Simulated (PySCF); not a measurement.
Excitations are Tamm–Dancoff values on a coarser integration grid. The basis has no diffuse functions, so Rydberg states are missing or too high.

Cartesian coordinates (Å):
```xyz
14

C      2.1153     0.2150     0.0335
C      1.0281    -0.5626    -0.7086
Sn    -0.9416    -0.0692     0.0034
O     -1.6379     1.6388    -0.7587
O     -2.3209    -1.4579    -0.3815
O     -0.9470     0.1804     1.9841
H      3.1173    -0.0793    -0.3207
H      2.0744     0.0328     1.1184
H      2.0162     1.3007    -0.1240
H      1.1293    -1.6510    -0.5792
H      1.0270    -0.3532    -1.7892
H     -1.9344     2.2218    -0.0443
H     -3.0846    -1.0553    -0.8207
H     -1.6412    -0.3610     2.3874
```
Charge 0, spin multiplicity 1.

Q: What total energy, brightest of the four lowest singlets (TDA) and S1 oscillator strength does PBE-D3(BJ)/def2-TZVP // B3LYP-D3(BJ)/def2-SVP (PySCF) give?

A: 
```json
{
  "total_energy": "-520.8544 Ha",
  "brightest of the four lowest singlets (TDA)": "5.06 eV",
  "S1 oscillator strength": "0.103"
}
```
